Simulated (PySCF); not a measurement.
SeFI, SMILES F[Se]I.

Coordinates come from a B3LYP-D3(BJ)/def2-TZVP optimisation. The def2 effective core potentials stand for the cores of I; spin–orbit coupling is left out.

These are TDA-LC-ωPBE/def2-SVPD (PySCF) values and carry that method's errors.

Vertical excitations. Gas-phase values at a fixed geometry. State labels are in the subgroup Cs.

| state | symmetry | energy (eV) | λ (nm) | f | main pairs |
|---|---|---|---|---|---|
| S1 | A" | 2.58 | 481 | 0.000 | HOMO→LUMO 94 % |
| S2 | A" | 3.12 | 397 | 0.001 | HOMO→LUMO+1 86 % |
| S3 | A' | 4.16 | 298 | 0.000 | HOMO−1→LUMO 97 % |
| S4 | A" | 4.73 | 262 | 0.000 | HOMO−2→LUMO 96 % |
| S5 | A' | 5.77 | 215 | 0.004 | HOMO−1→LUMO+1 74 %, HOMO−3→LUMO 23 % |
| S6 | A" | 6.04 | 205 | 0.000 | HOMO−2→LUMO+1 87 % |
| S7 | A' | 6.27 | 198 | 0.005 | HOMO−3→LUMO+1 95 % |
| S8 | A" | 6.91 | 180 | 0.000 | HOMO→LUMO+3 53 %, HOMO→LUMO+6 25 %, HOMO→LUMO+2 16 % |
| S9 | A' | 7.30 | 170 | 0.750 | HOMO−3→LUMO 55 %, HOMO−1→LUMO+1 18 %, HOMO→LUMO+11 13 % |
| S10 | A" | 7.63 | 163 | 0.108 | HOMO→LUMO+2 50 %, HOMO→LUMO+3 28 % |
| T1 | A" | 1.84 | 673 | 0 | HOMO→LUMO 95 % |
| T2 | A" | 2.14 | 578 | 0 | HOMO→LUMO+1 82 %, HOMO−2→LUMO+1 13 % |
| T3 | A' | 3.43 | 362 | 0 | HOMO−1→LUMO 96 % |
| T4 | A" | 4.01 | 309 | 0 | HOMO−2→LUMO 95 % |
Triplets are in the Tamm–Dancoff approximation.
